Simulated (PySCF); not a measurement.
PySCF job for C5H9F, SMILES C=C(C)[C@H](C)F, PBE/pcSseg-1. The structure is a stationary point at ωB97X-D3(BJ)/def2-SVP. One conformer was computed; it need not be the lowest.

```python
import numpy as np
from pyscf import gto, scf, dft
from pyscf.prop.nmr import rks as nmr

mol = gto.M(
    atom='''
    C    -1.37160115   -1.01498955    0.64943087
    C    -0.75171786   -0.14425677   -0.15044378
    C    -1.28158995    0.26013769   -1.50311671
    C     0.54880648    0.50993865    0.26701191
    C     1.72263378    0.14403978   -0.62947021
    F     0.87338785    0.15121160    1.56593953
    H    -0.95394898   -1.27735961    1.62393377
    H    -2.31502608   -1.48154689    0.34935050
    H    -0.63932544   -0.11667196   -2.31644336
    H    -1.31957640    1.35839492   -1.60290172
    H    -2.29507597   -0.13455045   -1.66234853
    H     0.40502210    1.60773288    0.26409724
    H     2.64449246    0.60281376   -0.24229796
    H     1.56328479    0.50026156   -1.65792561
    H     1.85047493   -0.94919749   -0.64939275
    ''',
    basis='pcSseg-1',
    charge=0,
    spin=0,
    max_memory=1600,
    verbose=3,
)
mf = dft.RKS(mol, xc='pbe')
mf.grids.level = 3
mf.conv_tol = 1e-10
mf.max_cycle = 100
mf.kernel()
n = nmr.NMR(mf)
n.verbose = 2
n.max_cycle_cphf = 60
sigma = n.kernel()
print('atom   isotropic/ppm   span/ppm')
for i, s in enumerate(sigma):
    w = np.linalg.eigvalsh((s + s.T) / 2)
    print(f'{mol.atom_symbol(i):2s}{i + 1:3d} {w.mean():14.3f} {w[2] - w[0]:11.3f}')
```

Program output:

```
converged SCF energy = -295.375596320111
atom   isotropic/ppm   span/ppm
C   1         66.342     188.501
C   2         26.570     232.050
C   3        157.344      37.430
C   4         82.914      80.718
C   5        156.916      36.078
F   6        356.924      42.820
H   7         25.664       7.021
H   8         26.015       6.304
H   9         29.425       8.782
H  10         29.669       8.618
H  11         29.346       8.738
H  12         26.220       5.535
H  13         29.615       9.066
H  14         29.854       9.092
H  15         30.128       7.030
```

Self-consistency was reached.

Cost: about 40 core-seconds (a rough figure).
